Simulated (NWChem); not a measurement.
# Correlation energy of diarsenic (As2)

```xyz
2

As     0.0000     0.0000     1.0456
As     0.0000     0.0000    -1.0456
```
Charge 0, spin multiplicity 1.

The numbers come from NWChem runs, not from measurements. All single points use one geometry, from PBE0/def2-SVP, a minimum by its harmonic frequencies.

Basis set: STO-3G. Each correlation energy counts from its own Hartree-Fock reference.

The Hamiltonian is non-relativistic. The correlated methods keep 18 core orbitals frozen. No row is a measurement; the coupled-cluster row has its own basis-set and correlation limits.

| method | correlation energy (mHa) | remark |
|---|---|---|
| CCSD+T(CCSD) | -123.2 | - |
| CCSD | [?] | - |
| CR-CCSD[T] | -122.8 | large amplitudes |
| CCSD(T) | -123.2 | - |
| CCSDT | -123.1 | large amplitudes |
| CR-CCSD(T) | -122.8 | large amplitudes |
| SCS-MP2 | [?] | - |
| MP2 | [?] | - |

Some entries are withheld; supply them.


- CCSD, correlation energy (mHa): -121.7
- SCS-MP2, correlation energy (mHa): -122.2
- MP2, correlation energy (mHa): -124.7
